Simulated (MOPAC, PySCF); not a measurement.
C2HF, SMILES `C#CF`, neutral singlet in the gas phase. 

Cartesian coordinates (Å):
```xyz
4

C     -0.6535    -0.1631     0.0386
C      0.5468    -0.0916    -0.0323
F      1.8254    -0.0154    -0.1077
H     -1.7186    -0.2266     0.1014
```
Charge 0, spin multiplicity 1.

All levels are single points at this geometry (PBE-D3(BJ)/def2-TZVP); Pople sets use spherical d functions. Orbital energies aren't observables, and empty levels follow the basis.

HF/6-31G* in PySCF gives HOMO (eV) = -11.10.

Problem. Estimate the HOMO (eV) from each of these levels: PBE-D3(BJ)/def2-TZVP in PySCF; M06-2X/6-31G* in PySCF; HF/STO-3G in PySCF; PM6 in MOPAC; PM7 in MOPAC.

Solution. 
```csv
level,HOMO (eV)
PBE-D3(BJ)/def2-TZVP in PySCF,-6.95
M06-2X/6-31G* in PySCF,-9.30
HF/STO-3G in PySCF,-8.95
PM6 in MOPAC,-11.54
PM7 in MOPAC,-11.63
```
